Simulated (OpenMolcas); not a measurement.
Setting up AlHBr (SMILES [AlH][Br]) in OpenMolcas

The species is AlHBr (3 atoms), meant as a doublet with charge 0. As SMILES, `[AlH][Br]`. Geometry: relaxed at PBE0-D4/def2-TZVP.

```xyz
3

Al   -0.2967   -0.6280   -0.2391
Br    1.5845    0.0086    0.8711
H    -1.2989    0.5546   -0.6453
```

Settings wanted:

| Setting | Value |
| --- | --- |
| method | HF |
| reference | UHF |
| basis set | STO-3G |
| task | gradient |
| nucleus | point |
| SCF convergence threshold | 1e-10 |

Problem. Give an OpenMolcas 26.06 job that does this.

Solution. This one ran through:

mol.inp:
```
* AlBrH Hartree-Fock

&GATEWAY
  BASLIB = $CurrDir
  COORD
  3
  angstrom
  Al      -0.296700      -0.628000      -0.239100
  Br       1.584500       0.008600       0.871100
  H       -1.298900       0.554600      -0.645300
  BASIS = STO-3G
  GROUP = NoSym

&SEWARD

&SCF
  UHF
  SPIN = 2
  THRESHOLDS = 1e-10 1e-07 1e-07 1e-05
  PRORBITALS = 1 1

&ALASKA
```

```bash
$ export MOLCAS_MEM=1860
$ pymolcas mol.inp > mol.log
```

(Basis files named in the input come from the Basis Set Exchange and aren't shown.)

Calculated total energy: -2784.26697 Eh, largest force 2.060 eV/Å. The shape is far from stationary at this level.
